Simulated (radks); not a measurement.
Values are calculated unless marked as measured or tabulated.
Ionisation of the rhenium ion Re+, [Xe] 4f14 5d5 6s1, to Re2+, [Xe] 4f14 5d5, under several functionals. Dirac Kohn-Sham, spin-unpolarised, spherical densities, finite nucleus; open shells fill j = l - 1/2 first; a radial shooting solver on a logarithmic mesh with Libxc functionals.

functional         E(Re+) (hartree)  Exc (hartree)  IE (eV)  -e(HOMO) (eV)  <r> HOMO (bohr)  IE error (eV)
Wu-Cohen GGA            -16713.5215      -331.5276   16.232         12.395            1.892         -0.368
BLYP                    -16715.6602      -333.6695   16.281         12.233            1.902         -0.319
OLYP                    -16720.6595      -338.8992   15.833         12.195            2.904         -0.767
exchange-only LDA       -16697.3056      -315.1410   15.476         11.317            1.916         -1.124
SOGGA                   -16709.2420      -327.2047   16.092         12.277            1.891         -0.508
XLYP                    -16716.6228      -334.6410   16.313         12.253            1.903         -0.287

NIST Atomic Spectra Database: 16.6 eV (semi-empirical). Closest: XLYP. The Delta-SCF values span 0.84 eV, the total energies 23.35 hartree. The highest occupied level is 5d5/2. Spin polarisation and multiplet splitting are left out, so open shells lie too high by an amount that depends on their filling.

Beside tabulated values, note that spin-unpolarised runs miss the spin-polarisation part of the exchange energy of open shells.
